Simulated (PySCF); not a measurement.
Gas-phase reaction: 2 ZrCl2(OH)2 + 2 Cl ⇌ 2 ZrCl3OH + O2 + H2

Energies from PySCF, thermal terms from the rigid-rotor harmonic-oscillator model, ideal gas at 1 bar. † marks an energy on the PBE0/def2-TZVP geometry and frequencies. MP2 freezes the core. Open shells (unrestricted): Cl (multiplicity 2), O2 (multiplicity 3); the rest are closed-shell singlets. Spin-orbit splitting is ignored; it lowers the true energy and changes the entropy of Cl. B3LYP is the form with VWN-RPA correlation. Zr: scalar-relativistic def2 core potential, no spin-orbit coupling. ZrCl2(OH)2, ZrCl3OH: computed as isolated molecules; such fragments, hydroxides, amides, oligomers or adducts are transient or little studied in the gas. MP2 isn't extrapolated to the basis-set limit.

B3LYP/def2-TZVP† gives ΔH°(298 K) = -10 kJ.

What do MP2/def2-TZVPP†, M06-2X/def2-TZVP†, HF/def2-TZVP† give?

MP2/def2-TZVPP†: 10 kJ; M06-2X/def2-TZVP†: -7 kJ; HF/def2-TZVP†: 85 kJ. For scale, ΔH°(298 K) is -10 kJ at this level, -10 kJ at ωB97M-V/def2-TZVP†, and runs from -71 to 149 kJ over the 18 levels computed.
